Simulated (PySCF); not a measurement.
**Electron correlation in Pd (palladium, neutral)**

Starting occupation: [Kr] 4d10. All numbers are calculated (PySCF 2.14, X2C-1e with screened-nucleus spin-orbit coupling, Gaussian nucleus, in x2c-TZVPPall-2c with one added diffuse shell each of s, p, d, f type (9s10p8d3f1g, 109 functions)). Frozen: [Ar] 3d10; 18 electrons correlated; the 6 highest virtual spinors left out.

MP2 pair energies summed by pair of shells (mhartree):

```json
{"pair": "4d3/2-4d5/2", "energy": "-187.11", "share (%)": "27.1"}
{"pair": "4d5/2-4d5/2", "energy": "-131.20", "share (%)": "19.0"}
{"pair": "4d5/2-4p3/2", "energy": "-77.39", "share (%)": "11.2"}
{"pair": "4d3/2-4d3/2", "energy": "-56.16", "share (%)": "8.1"}
{"pair": "4d3/2-4p3/2", "energy": "-51.82", "share (%)": "7.5"}
{"pair": "4d5/2-4p1/2", "energy": "-36.91", "share (%)": "5.3"}
{"pair": "4d3/2-4p1/2", "energy": "-25.82", "share (%)": "3.7"}
{"pair": "4p3/2-4p3/2", "energy": "-24.80", "share (%)": "3.6"}
{"pair": "4p1/2-4p3/2", "energy": "-23.80", "share (%)": "3.4"}
{"pair": "4d5/2-4s1/2", "energy": "-22.12", "share (%)": "3.2"}
{"pair": "4p3/2-4s1/2", "energy": "-18.42", "share (%)": "2.7"}
{"pair": "4d3/2-4s1/2", "energy": "-14.97", "share (%)": "2.2"}
{"pair": "4p1/2-4s1/2", "energy": "-9.26", "share (%)": "1.3"}
{"pair": "4p1/2-4p1/2", "energy": "-6.51", "share (%)": "0.9"}
{"pair": "4s1/2-4s1/2", "energy": "-4.59", "share (%)": "0.7"}
```

Total MP2 correlation energy: -690.90 mhartree.

The virtual space was cut to 108 spinors, which keep -680.84 of the -690.90 mhartree of MP2 correlation.

```tsv
level	correlation energy (mhartree)
CCSD	-631.39
```

Diagnostics: T1 = 0.0087, largest double amplitude 0.026.

Cost of the coupled-cluster step: 230 s of wall time on 4 threads of Neoverse-V2 (shared host), for 18 occupied and 108 virtual spinors.

Iterations:

```
Init t2, MP2 energy = -0.680837591443997
CCSD nocc = 18, nmo = 126
Init t2, MP2 energy = -0.680837591443997
Init E_corr(GCCSD) = -0.680837591443997
cycle = 1  E_corr(GCCSD) = -0.609506441278636  dE = 0.0713311502  norm(t1,t2) = 0.110073
cycle = 2  E_corr(GCCSD) = -0.636758277257734  dE = -0.027251836  norm(t1,t2) = 0.0511177
cycle = 3  E_corr(GCCSD) = -0.631656227036885  dE = 0.00510205022  norm(t1,t2) = 0.0300349
cycle = 4  E_corr(GCCSD) = -0.631138672542033  dE = 0.000517554495  norm(t1,t2) = 0.0021587
cycle = 5  E_corr(GCCSD) = -0.6313983636166  dE = -0.000259691075  norm(t1,t2) = 0.000665733
cycle = 6  E_corr(GCCSD) = -0.631394885699092  dE = 3.47791751e-06  norm(t1,t2) = 0.000119882
cycle = 7  E_corr(GCCSD) = -0.631385672460015  dE = 9.21323908e-06  norm(t1,t2) = 2.67258e-05
cycle = 8  E_corr(GCCSD) = -0.631386854022071  dE = -1.18156206e-06  norm(t1,t2) = 6.77693e-06
cycle = 9  E_corr(GCCSD) = -0.63138674003238  dE = 1.13989691e-07  norm(t1,t2) = 2.02442e-06
cycle = 10  E_corr(GCCSD) = -0.631386794377149  dE = -5.43447689e-08  norm(t1,t2) = 5.93724e-07
cycle = 11  E_corr(GCCSD) = -0.631386796266663  dE = -1.88951466e-09  norm(t1,t2) = 1.81697e-07
GCCSD converged
E(GCCSD) = -5043.8097047538  E_corr = -0.6313867962666635
```

This basis was not built for core-valence correlation, so the inner-shell part is incomplete.
